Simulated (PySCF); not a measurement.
ClH₃HfS₃, SMILES [SH][Hf]([SH])([SH])[Cl], multiplicity 1.

Coordinates come from a PBE0-D3(BJ)/def2-SVP optimisation. The spin state was assumed, not searched. The structure was generated by enumeration; whether it is a known compound was not checked. The def2 effective core potentials stand for the cores of Hf; spin–orbit coupling is left out. Other conformers were not sampled.

The numbers are results of TDA-PBE/def2-SVPD run with PySCF, not measurements.

Vertical excitations. Gas-phase values at a fixed geometry.

Computed lowest excited states:
```
state  energy (eV)  λ (nm)      f                                                                main pairs
-----  -----------  ------  -----  ------------------------------------------------------------------------
S1            3.92     316  0.007                                                            HOMO→LUMO 91 %
S2            4.01     309  0.011                                                          HOMO→LUMO+1 87 %
S3            4.20     295  0.006                                      HOMO−1→LUMO+1 64 %, HOMO−2→LUMO 33 %
S4            4.29     289  0.013                    HOMO−2→LUMO 36 %, HOMO−1→LUMO 35 %, HOMO−1→LUMO+1 11 %
S5            4.30     288  0.018                    HOMO−1→LUMO 43 %, HOMO−2→LUMO 22 %, HOMO−1→LUMO+1 16 %
S6            4.39     282  0.010                                                        HOMO−2→LUMO+1 83 %
S7            4.74     262  0.001                                                          HOMO→LUMO+2 71 %
S8            4.79     259  0.001                                                          HOMO−3→LUMO 88 %
S9            4.85     256  0.001                  HOMO−3→LUMO+1 45 %, HOMO−4→LUMO 39 %, HOMO−1→LUMO+2 10 %
S10           4.88     254  0.003  HOMO→LUMO+3 46 %, HOMO−4→LUMO 17 %, HOMO−3→LUMO+1 7 %, HOMO−1→LUMO+2 7 %
T1            3.72     333      0                                                            HOMO→LUMO 91 %
T2            3.80     326      0                                                          HOMO→LUMO+1 94 %
T3            3.85     322      0                                                          HOMO−1→LUMO 82 %
T4            4.01     309      0                                      HOMO−1→LUMO+1 53 %, HOMO−2→LUMO 42 %
```
Triplets are in the Tamm–Dancoff approximation.
